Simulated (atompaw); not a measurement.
## Reading a pseudo-wave (silver (Ag))

Columns: radius, all-electron u(r) and pseudo u(r) of the 5p shell (level -1.23 eV) of silver in the configuration [Ar] 3d10 4s2 4p6 4d9 5s2 5p0; PBE, scalar-relativistic, PAW (atompaw) scheme, atompaw 4.2.0.5.

| r (bohr) | all-electron | pseudo |
| --- | --- | --- |
| 0.104 | -0.0483 | -0.0257 |
| 0.208 | 0.0860 | -0.0970 |
| 0.312 | 0.0977 | -0.1975 |
| 0.415 | 0.0166 | -0.3036 |
| 0.519 | -0.0788 | -0.3939 |
| 0.623 | -0.1466 | -0.4484 |
| 0.727 | -0.1768 | -0.4568 |
| 0.831 | -0.1735 | -0.4186 |
| 0.935 | -0.1458 | -0.3430 |
| 1.038 | -0.1029 | -0.2458 |
| 1.142 | -0.0513 | -0.1412 |
| 1.246 | 0.0037 | -0.0434 |
| 1.350 | 0.0586 | 0.0396 |
| 1.454 | 0.1113 | 0.1063 |
| 1.558 | 0.1607 | 0.1602 |
| 1.662 | 0.2061 | 0.2061 |
| 1.765 | 0.2470 | 0.2470 |
| 1.869 | 0.2841 | 0.2841 |
| 1.973 | 0.3171 | 0.3171 |
| 2.077 | 0.3463 | 0.3463 |
| 2.181 | 0.3720 | 0.3720 |
| 2.285 | 0.3943 | 0.3943 |
| 2.388 | 0.4134 | 0.4134 |
| 2.492 | 0.4298 | 0.4298 |
| 2.596 | 0.4437 | 0.4437 |
| 2.700 | 0.4553 | 0.4553 |

Q: How many radial nodes do the two functions have?

A: The all-electron 5p function has n − l − 1 = 3; the pseudo-wave has 1, since 1 lower shell of the same l stays in the valence.

Q: At about which radius was the pseudo-wave matched?

A: 1.70 bohr, where the columns begin to agree (steps of 0.10 bohr).

Q: Is the pseudo-wave norm-conserving?

A: No, it belongs to a PAW set: the norm inside the radius is not constrained, and the difference is carried by the augmentation charge.
